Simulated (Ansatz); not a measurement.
`C[O][Ga]([OH])[F]` and `C[O][Al]([OH])[F]` differ in one element.

Ansatz, PBE0-D4/def2-TZVP geometries, multiplicity 1. Each molecule was computed in one conformer, which needn't be the lowest.

Scalar relativity is left out up to krypton.

```tsv
property	`C[O][Ga]([OH])[F]`
ideal-gas entropy at 298 K and 1 bar (rigid rotor, harmonic PBE0-D4/def2-TZVP) / J/(mol·K)	366
HOMO–LUMO gap (PBE0/def2-TZVPP) / eV	7.14
HOMO energy (ωB97M-V/def2-TZVPP) / eV	-10.77
LUMO energy (PBE0/def2-TZVPP) / eV	-1.21
HOMO energy (B3LYP/def2-TZVPP) / eV	-8.12
HOMO energy (PBE/def2-TZVPP) / eV	-6.77
```

Task: Give the same properties after the change, and the shifts. (Estimate.)

Result: The calculation gave: 
| property | `C[O][Al]([OH])[F]` | shift |
| --- | --- | --- |
| ideal-gas entropy at 298 K and 1 bar (rigid rotor, harmonic PBE0-D4/def2-TZVP) / J/(mol·K) | 354 | -12 |
| HOMO–LUMO gap (PBE0/def2-TZVPP) / eV | 7.71 | 0.57 |
| HOMO energy (ωB97M-V/def2-TZVPP) / eV | -10.77 | 0.00 |
| LUMO energy (PBE0/def2-TZVPP) / eV | -0.64 | 0.57 |
| HOMO energy (B3LYP/def2-TZVPP) / eV | -8.11 | 0.01 |
| HOMO energy (PBE/def2-TZVPP) / eV | -6.78 | -0.01 |

Modes under 60 cm⁻¹, often nearly free rotors, make the harmonic entropy too high.

B3LYP here is the variant with VWN-RPA as its local correlation; programs differ in this.

Positive LUMOs are unbound, so they and the gaps depend on the basis.
